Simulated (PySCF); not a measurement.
PbI3, SMILES [I][Pb-]([I])[I], charge -1. Atoms are numbered in the order given.

```xyz
4

Pb     0.0000     0.0000     0.8651
I      2.3247     1.3422    -0.4461
I     -2.3247     1.3422    -0.4461
I      0.0000    -2.6843    -0.4461
```
Charge -1, spin multiplicity 1.

Geometry: PBE-D3(BJ)/def2-SVPD. The isomer is the one that the SMILES or the coordinates give; other isomers of the formula were not compared. The def2 effective core potentials stand for the cores of I, Pb; spin–orbit coupling is left out.

All values below come from ωB97X/def2-SVPD run with PySCF.

Mulliken values depend strongly on the basis, most of all with diffuse functions as here. ESP charges are fitted to the potential on shells at 1.4 to 2.0 van der Waals radii. Atomic charges (e):

```csv
atom,Mulliken,ESP fit
Pb1,0.64,0.40
I2,-0.55,-0.47
I3,-0.55,-0.47
I4,-0.55,-0.47
```
